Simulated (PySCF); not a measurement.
## Predicted spectroscopic data

How the numbers were obtained: PBE0-D3(BJ)/def2-SVP geometry, GIAO PBE0/pcSseg-1 shieldings, couplings computed with B3LYP/pcJ-1, in PySCF 2.14.0 with density-fitted response routines (gas phase, rapidly exchanging positions averaged, a single conformation, relativity neglected).

Scale: $^{1}$H, $^{13}$C against TMS (reference shieldings calculated alike). Multiplet labels drop J under 1 Hz and among equivalent protons, and merge close values. Unscaled 3J(H,H) run several per cent high. Splittings of carbon signals by F and P are missing where no couplings were computed. Where no couplings were computed, multiplicities follow the n + 1 count of equivalent neighbours, and m marks all less simple cases (inequivalent or close neighbours, rings, F or P nearby). Couplings to H on boron are left out. Carbons bonded to boron are broad in practice. Shifts are as computed. Against solution values, carbons near 30 ppm lie about +2 ppm off and those near 130 ppm about +5 ppm. Of 1211 compounds with measured shifts, 218 miss one by over three times the rms of a fit or turn the order of signals round; such compounds aren't used in these exercises.

**1.** SMILES O=CC1=CC1, C₄H₄O. $^{1}$H NMR (500 MHz, computed): δ 10.20 (s, 1H), 8.14 (s, 1H), 1.63 (s, 2H). $^{13}$C{$^{1}$H} NMR (computed): δ 185.1 (CH), 135.3 (CH), 121.4 (C), 10.5 (CH2).

**2.** SMILES FC(F)[C@@H]1BCCCC1, C₆H₁₁BF₂. $^{1}$H NMR (500 MHz, computed): δ 7.62 (br, 1H), 5.66 (m, 1H), 2.17 (m, 1H), 2.01 (m, 1H), 1.85 (m, 1H), 1.81 (m, 1H), 1.43 (m, 1H), 1.26 (m, 1H), 1.12 (m, 1H), 1.11 (m, 1H), 0.75 (m, 1H). $^{13}$C{$^{1}$H} NMR (computed): δ 120.4, 49.2, 29.1, 28.3, 25.5, 25.0.
